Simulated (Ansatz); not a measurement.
Reactions of `O=C=[N][GeH]([Cl])[Cl]`.

Gas-phase electronic energies from Ansatz, PBE0-D4/def2-TZVP geometries. CBS: MP2 limit from def2 TZ/QZ plus the TZ coupled-cluster correction, frozen cores. This one scheme is used for every species, atoms too. DFT in def2-TZVPP. B3LYP here is the variant with VWN-RPA as its local correlation; programs differ in this. Open shells (•) are unrestricted, without spin–orbit coupling. Spin–orbit coupling would lower the free atoms: a little for C, Cl, O; clearly for Ge. Bonds to Br, Ge, Se are less sure, by a few kJ/mol each and by 10 to 20 or more in all where they break to atoms, as the def2 sets lack core-valence functions. Scalar relativity is left out up to krypton. Each species was taken in one conformer, which may not be the lowest.

| reaction | B3LYP-D4 (kJ/mol) | revPBE-D4 (kJ/mol) | r2SCAN-D4 (kJ/mol) | CCSD(T)/def2-SVP (kJ/mol) |
| --- | --- | --- | --- | --- |
| `O=C=[N][GeH]([Cl])[Cl]` → C• + 2 Cl• + Ge• + H• + N• + O• | 2701 | 2752 | 2751 | 2511 |
| `O=C=[N][GeH]([Cl])[Cl]` + HBr → `[Cl][GeH]([Cl])[Br]` + `N=C=O` | -33 | -37 | -36 | -16 |
| `O=C=[N][GeH]([Cl])[Cl]` → `[Cl][Ge][Cl]` + `N=C=O` | 66 | 63 | 92 | 107 |
| `O=C=[N][GeH]([Cl])[Cl]` + H₂O → `[OH][GeH]([Cl])[Cl]` + `N=C=O` | 3 | 3 | -1 | 4 |
| `O=C=[N][GeH]([Cl])[Cl]` + H₂Se → `[Cl][GeH]([Cl])[SeH]` + `N=C=O` | -16 | -22 | -18 | 3 |
| `O=C=[N][GeH]([Cl])[Cl]` + H₂S → `[SH][GeH]([Cl])[Cl]` + `N=C=O` | -3 | -11 | -7 | 13 |
| `O=C=[N][GeH]([Cl])[Cl]` → Cl• + `O=C=[N][GeH][Cl]`• | 385 | 387 | 400 | 382 |
| `O=C=[N][GeH]([Cl])[Cl]` + `ClC[SiH2]Cl` → `Cl[CH2][GeH]([Cl])[Cl]` + `O=C=N[SiH2]Cl` | -37 | -31 | -34 | -26 |
| `O=C=[N][GeH]([Cl])[Cl]` + `[F][AlH][F]` → `[Cl][GeH2][Cl]` + `O=C=[N][Al]([F])[F]` | -87 | -78 | -90 | -86 |
| `O=C=[N][GeH]([Cl])[Cl]` + H–F → `O=C=[N][GeH]([F])[Cl]` + HCl | 7 | 12 | 4 | -6 |

Question: Give the CCSD(T)/CBS values in the same order. (Best estimate.)

Answer: The calculation gave: 2709, -29, 90, 9, -13, 0, 418, -36, -86, 11 kJ/mol.

Largest T1 diagnostic: 0.018, for `N=C=O`.
